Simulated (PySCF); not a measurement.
C3H6BNO, SMILES N(C)B(C#C)O. Atoms are numbered in the order given.

```xyz
12

C      1.2636     2.1147     0.0000
C      0.4536     1.2064     0.0000
B     -0.6102     0.0783     0.0000
O     -1.9492     0.3775     0.0000
N     -0.2288    -1.2706     0.0000
C      1.1022    -1.8120     0.0000
H      1.9817     2.9150     0.0000
H     -2.1052     1.3251     0.0000
H     -0.9777    -1.9543     0.0000
H      1.2997    -2.4338    -0.8908
H      1.2997    -2.4338     0.8908
H      1.8317    -0.9903     0.0000
```

Coordinates come from a PBE0-D3(BJ)/def2-SVP optimisation. The structure was generated by enumeration, and PubChem lists no compound with its InChIKey, so it may never have been made. Other conformers were not sampled.

All values below come from M06-2X/def2-TZVP (PySCF).

ESP charges are fitted to the potential on shells at 1.4 to 2.0 van der Waals radii. Atomic charges (e):

| atom | IAO | ESP fit |
|---|---|---|
| C1 | -0.20 | -0.43 |
| C2 | -0.18 | -0.07 |
| B3 | 0.40 | 0.40 |
| O4 | -0.58 | -0.68 |
| N5 | -0.43 | -0.32 |
| C6 | -0.28 | -0.39 |
| H7 | 0.20 | 0.32 |
| H8 | 0.38 | 0.44 |
| H9 | 0.27 | 0.31 |
| H10 | 0.13 | 0.13 |
| H11 | 0.13 | 0.13 |
| H12 | 0.15 | 0.16 |

Task: Give the Mayer and Wiberg (Löwdin basis) orders of the bonds. (The exact figures need the calculation; the answer reports its results.)

Result: 
```csv
bond,Mayer,Wiberg
C1–C2,3.09,2.91
C2–B3,1.01,1.15
B3–O4,1.26,1.93
B3–N5,1.36,1.68
N5–C6,0.91,1.34
C1–H7,0.88,0.92
O4–H8,0.87,0.95
N5–H9,0.91,0.83
C6–H10,0.97,0.92
C6–H11,0.97,0.92
C6–H12,0.98,0.90
```
